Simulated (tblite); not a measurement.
Compound: C3H8F2Si2.
Structure used (GFN2-xTB), in Å, numbered top down from 1:
```
atom  x, y, z in Å
F1     1.8087   -0.7645    1.3542
C2     2.1224   -0.0578    0.2303
F3     2.8540    1.0131    0.6531
Si4    0.5129    0.5233   -0.6761
C5    -0.7705    1.1549    0.5900
Si6   -1.8168   -0.4550    0.4099
C7    -0.6125   -0.9887   -0.9986
H8     2.8011   -0.6884   -0.3601
H9     0.9694    1.3726   -1.7780
H10   -1.2897    2.0551    0.2730
H11   -0.3860    1.3506    1.5871
H12   -3.1940   -0.2280   -0.0345
H13   -1.7879   -1.3283    1.5807
H14   -0.1473   -1.9618   -0.8686
H15   -1.0684   -0.9890   -1.9843
```

Computed values, GFN2-xTB/tblite, gas phase, harmonic and unscaled. This tight-binding method is rough: wavenumbers can miss measured ones by several per cent, in bad cases by 10 to 20. Modes of hydrogen on silicon can be 10 to 20 % off. One conformer, not necessarily the lowest.

Harmonic wavenumbers (cm⁻¹): 30.3, 41.4, 113.9, 135.1, 234.3, 328.6, 362.8, 433.5, 480.0, 484.8, 513.2, 607.1, 608.4, 616.2, 625.3, 668.6, 688.5, 722.5, 751.6, 778.6, 794.0, 909.3, 952.9, 995.6, 1074.8, 1079.7, 1086.1, 1237.6, 1280.9, 1450.1, 1456.3, 2241.4, 2259.3, 2278.4, 2891.6, 3015.2, 3018.8, 3023.5, 3025.5.

A = 3219, B = 1079, C = 1039 MHz; mass 138.013 u (most abundant isotopes); point group C1, symmetry number 1.

**Question.** What is the zero-point energy?

**Answer.** Half the sum of the wavenumbers: 21648 cm⁻¹ = 258.96 kJ/mol.

**Question.** Entropy at 400 K, 1 bar (ideal gas, RRHO, classical rotation)?

**Answer.** Translation 176.42, rotation 124.49, vibration 159.02: S = 459.9 J/(mol K).

**Question.** And Cp and H(400 K) − H(0)?

**Answer.** Cp = 191.16 J/(mol K), of which vibrations give 157.91 (their classical limit is 39 R = 324.3); H(400 K) − H(0) = 45.49 kJ/mol without the zero-point energy, 32.19 from vibrations.

**Question.** What must be added to the electronic energy to get the Gibbs energy at 400 K and 1 bar?

**Answer.** ZPE + [H(400 K) − H(0)] − T·S = 258.96 + 45.49 − 183.97 = 120.48 kJ/mol.

**Question.** Blend soft modes into free rotors: weight 1/[1 + (100 cm⁻¹/ν̃)⁴] for the oscillator and the rest for a rotor with moment μB/(μ + B), μ = h/(8π²ν), B = 10⁻⁴⁴ kg m². What vibrational entropy results?

**Answer.** 141.63 J/(mol K) in place of 159.02, which changes −T·S at 400 K by +6.96 kJ/mol.

**Question.** Which modes carry the vibrational entropy at 400 K?

**Answer.** 30.3 cm⁻¹: 26.75; 41.4 cm⁻¹: 24.16; 113.9 cm⁻¹: 15.79; 135.1 cm⁻¹: 14.40; 234.3 cm⁻¹: 9.98; 328.6 cm⁻¹: 7.39 J/(mol K); the other 33 give 60.55 together.

Hindered rotation and anharmonicity are outside this model. Other conformers, if any are populated, would add a mixing term that is left out. The structure is chiral; the term R ln 2 for an equal mix with its mirror image is left out.
